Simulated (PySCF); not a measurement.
[PySCF: shieldings: GIAO PBE0/pcSseg-1; geometry from GFN2-xTB; relativity neglected; isolated molecule; single conformer; fast rotation and ring inversion assumed for equivalent nuclei]

Scale: TMS for ¹H, ¹³C (reference shieldings calculated alike). Acid and N–H amide carbonyl carbons lie up to 10 ppm further downfield in solution (hydrogen bonding). Shifts are as computed. Against solution values, carbons near 30 ppm lie about +3 ppm off and those near 130 ppm about +5 ppm; carbons on Cl a further +6 ppm. Of 1211 compounds with measured shifts, 218 miss one by over three times the rms of a fit or turn the order of signals round; such compounds aren't used in these exercises. Groups on amide-type nitrogens are kept apart (slow C–N rotation). Carbons bonded to Cl come out too deshielded. OH and NH positions are gas-phase values without hydrogen bonding to other molecules.

(1) Order these molecules by the shift of their most deshielded carbon, lowest δ first.
A. C=C(C)C1=C[C@@H]2C=C[C@H]12
B. C=CC(C)C
C. NC(=O)C(=O)C(F)(F)F

(2) Order these molecules by the shift of their most deshielded carbon-bound hydrogen, lowest δ first.
A. C=C(C)C1=C[C@@H]2C=C[C@H]12
B. C=CC(C)C
C. FC(F)(F)c1ocpc1Cl

(3) How many ¹³C and ¹H signals does each give (equivalence by symmetry and fast rotation, but not about amide C–N or C=N bonds)? `C=CC(C)C`, `NC(=O)C(=O)C(F)(F)F`, `FC(F)(F)c1ocpc1Cl`, `C=C(C)C1=C[C@@H]2C=C[C@H]12`

## Answers

(1) B (155.8 ppm, alkene CH), A (165.8 ppm, fully substituted alkene carbon), C (188.4 ppm, ketone carbonyl carbon).

(2) B (5.95 ppm, hydrogen on an alkene CH), A (7.05 ppm, hydrogen on an alkene CH), C (8.83 ppm, hydrogen on an aromatic CH next to the ring oxygen).

(3) C=CC(C)C: 4 C, 5 H; NC(=O)C(=O)C(F)(F)F: 3 C, 2 H; FC(F)(F)c1ocpc1Cl: 4 C, 1 H; C=C(C)C1=C[C@@H]2C=C[C@H]12: 9 C, 8 H.
